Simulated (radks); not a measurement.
Values are calculated unless marked as measured or tabulated.
Problem. All-electron atom: Te in [Kr] 4d10 5s2 5p4. Code: a radial shooting solver on a logarithmic mesh with Libxc functionals. Model: Dirac Kohn-Sham, BLYP, spin-unpolarised, spherical densities, point nucleus; open shells fill j = l - 1/2 first.

Spin-orbit splittings of the eigenvalues, e(l+1/2) - e(l-1/2), with zeta = 2 splitting/(2l+1) and mean radii in bohr:

shell  occ.  splitting (eV)  zeta (eV)  <r> j=l-1/2  <r> j=l+1/2
2p        6               ?          ?       0.1008       0.1064
3p        6           51.17      34.11       0.3123       0.3237
3d       10           10.70      4.281       0.2947       0.2983
4p        6           9.744      6.496       0.8015       0.8304
4d       10           1.469     0.5876       0.9658       0.9782
5p        4          0.7936     0.5290        2.598        2.738

Estimate the 2p splitting.

Solution. 274.6 eV (zeta = 183.1 eV).
